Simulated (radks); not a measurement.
Isoelectronic series with 18 electrons, all held in the configuration [Ar], which need not be the ground one along the series. Method: scalar-relativistic Kohn-Sham, BLYP, spin-polarised, spherical densities, finite nucleus; Fermi nuclear charge, rms radius of each element as measured or else 0.836 A^(1/3) + 0.57 fm; computed with a radial shooting solver on a logarithmic mesh with Libxc functionals. Total energies (hartree) and orbital eigenvalues (eV):

ion    E (hartree)         3p         3s         2p
Ar      -529.43587   -10.1415   -24.1339  -230.0278
K+      -602.14916   -24.7412   -41.2669  -286.4431
Ca2+    -679.89457   -42.9083   -62.0271  -350.3848
Sc3+    -762.66995   -64.4450   -86.2018  -421.6118
Ti4+    -850.47917   -89.2510  -113.6873  -500.0006
V5+     -943.32961  -117.2673  -144.4253  -585.4796
Cr6+   -1041.23099  -148.4570  -178.3815  -678.0053
Mn7+   -1144.19494  -182.7960  -215.5353  -777.5507
Fe8+   -1252.23464  -220.2681  -255.8751  -884.0996
Co9+   -1365.36443  -260.8627  -299.3950  -997.6433
Ni10+  -1483.60007  -304.5731  -346.0938  -1118.178
Zn12+  -1735.45541  -401.3272  -449.0371  -1380.228
Ga13+  -1869.11164  -454.3690  -505.2922  -1521.752
Ge14+  -2007.94598  -510.5215  -564.7464  -1670.286
As15+  -2151.97941  -569.7869  -627.4091  -1825.839

Estimate the row of Cu11+.

Answer. E (hartree) -1606.95766; 3p -351.3952; 3s -395.9730; 2p -1245.705.
